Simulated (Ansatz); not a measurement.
Isolated molecules relaxed with PBE0-D4/def2-TZVP in Ansatz; ΔE leaves out vibrations. CCSD(T)/CBS is the MP2 limit (def2-TZVPP, def2-QZVPP) plus CCSD(T) − MP2 in def2-TZVPP, frozen cores. This one scheme is used for every species. For Ge, Se outer-core shells are correlated without core-valence functions, which leaves a few kJ/mol of doubt a bond. Scalar relativity is left out up to krypton. Each species was taken in one conformer, which may not be the lowest.

`[CH3][Ge]([CH3])([Cl])[SeH]` + `C[SiH3]` → `[SiH3]C[SeH]` + `[CH3][GeH]([CH3])[Cl]`  (formal exchange of groups at the Se–Ge bond)

`[CH3][Ge]([CH3])([Cl])[SeH]`:

Z-matrix (Å, degrees):
```
C
Ge 1 1.941
H 1 1.091 2 109.4
H 1 1.091 2 109.7 3 120.4
H 1 1.090 2 109.8 3 -119.5
C 2 1.941 1 115.6 3 -58.4
Cl 2 2.174 1 105.8 3 59.8
Se 2 2.354 1 111.4 3 178.7
H 6 1.091 2 109.3 1 58.4
H 6 1.090 2 109.9 1 177.9
H 6 1.091 2 110.0 1 -61.7
H 8 1.468 2 92.6 1 -45.8
```

`C[SiH3]`:

Cartesian coordinates in Å:
```
C -0.461 0.872 -0.043
Si 0.412 -0.780 0.038
H -1.522 0.739 -0.262
H -0.028 1.501 -0.825
H -0.374 1.404 0.907
H -0.180 -1.636 1.102
H 1.858 -0.598 0.340
H 0.295 -1.502 -1.258
```

`[SiH3]C[SeH]`:

Cartesian coordinates in Å:
```
Si -0.177 0.863 -0.639
C -0.513 -0.627 0.447
Se 1.051 -1.083 1.531
H 0.125 2.044 0.207
H -1.358 1.160 -1.497
H 0.988 0.575 -1.517
H -1.296 -0.393 1.171
H -0.831 -1.501 -0.121
H 2.011 -1.039 0.418
```

`[CH3][GeH]([CH3])[Cl]`:

```xyz
11

C     1.013   -1.209   -0.539
Ge   -0.243    0.271   -0.590
C    -0.592    1.044    1.158
Cl   -2.130   -0.536   -1.304
H     0.654   -1.975    0.148
H     1.991   -0.859   -0.200
H     1.119   -1.646   -1.532
H     0.163    1.339   -1.623
H    -0.944    0.269    1.840
H     0.322    1.483    1.562
H    -1.353    1.819    1.081
```

| species | CCSD(T)/CBS(def2) energy (Eh) |
| --- | --- |
| `[CH3][Ge]([CH3])([Cl])[SeH]` | -5017.01449 |
| `C[SiH3]` | -330.73916 |
| `[SiH3]C[SeH]` | -2731.43590 |
| `[CH3][GeH]([CH3])[Cl]` | -2616.27253 |

Problem. Work out ΔE.

Solution. ΔE = (-2731.43590) + (-2616.27253) − (-5017.01449) − (-330.73916) = 0.04522 Eh = +118.7 kJ/mol.

Largest T1 diagnostic among the species: 0.010.

The D4 term adds +3.4 kJ/mol with B3LYP and +2.3 kJ/mol with PBE0; it sums over pairs of atoms, weighted by their polarisabilities, and B3LYP, whose exchange is more repulsive, gets the larger term. Leaving LDA and LC-ωPBE aside and taking each functional with its dispersion term where it has one, the values, not all of them listed here, spread over 7.7 kJ/mol, from ωB97X-V to r2SCAN0-D4.

B3LYP here is the variant with VWN-RPA as its local correlation; programs differ in this.
